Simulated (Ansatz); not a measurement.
`CN[SiH2][SiH3]` + `NN` → `NN[SiH3]` + `CN[SiH3]` at 500 K and 1 bar (cleavage of the Si–Si bond).

Computed with Ansatz on PBE0-D4/def2-TZVP structures; ΔE is electronic, products minus reactants. CBS: MP2 limit from def2 TZ/QZ plus the TZ coupled-cluster correction, frozen cores. This one scheme is used for every species. Each species was taken in one conformer, which may not be the lowest.

| species | CCSD(T)/CBS energy (Eh) | H − E (kJ/mol) | S (J/(mol·K)) |
| --- | --- | --- | --- |
| `CN[SiH2][SiH3]` | -676.32808 | 305.1 | 440.2 |
| `NN` | -111.76471 | 163.1 | 257.7 |
| `NN[SiH3]` | -402.05945 | 215.4 | 352.3 |
| `CN[SiH3]` | -386.04948 | 244.7 | 351.8 |

H − E and S are ideal-gas, rigid-rotor, harmonic terms from PBE0-D4/def2-TZVP, for one conformer and one mirror image of each species. 1 Eh = 2625.50 kJ/mol, R = 8.31446 J/(mol·K).

Task: By hand: ΔE, ΔH, ΔS and ΔG.

Result: ΔE = (-402.05945) + (-386.04948) − (-676.32808) − (-111.76471) = -0.01614 Eh = -42.4 kJ/mol. Δ(H − E) = 215.4 + 244.7 − 305.1 − 163.1 = -8.1, so ΔH = -50.5 kJ/mol. ΔS = 352.3 + 351.8 − 440.2 − 257.7 = 6.2 J/(mol·K). ΔG = -50.5 − 500 × (6.2)/1000 = -53.6 kJ/mol.

Task: By hand: the equilibrium constant, and the temperature at which ΔG would vanish if ΔH and ΔS stayed fixed.

Result: log₁₀ K = −ΔG/(RT ln 10) = 5.6. ΔH and −TΔS have one sign here, so there is no such temperature.

The number of gas molecules stays the same, so ΔS is small and ΔH decides. A doubt of 5 kJ/mol in ΔE shifts log₁₀ K by 0.5 here. Other conformers and mirror images would add mixing entropy, several J/(mol·K) or more a flexible species. These are equilibria of isolated gas molecules and say nothing of rates. Largest T1 diagnostic: 0.012 (customary marks: 0.02 for closed shells, 0.045 for open ones).

ΔS is within the doubt of such terms, so its sign, and with it that verdict, could turn.
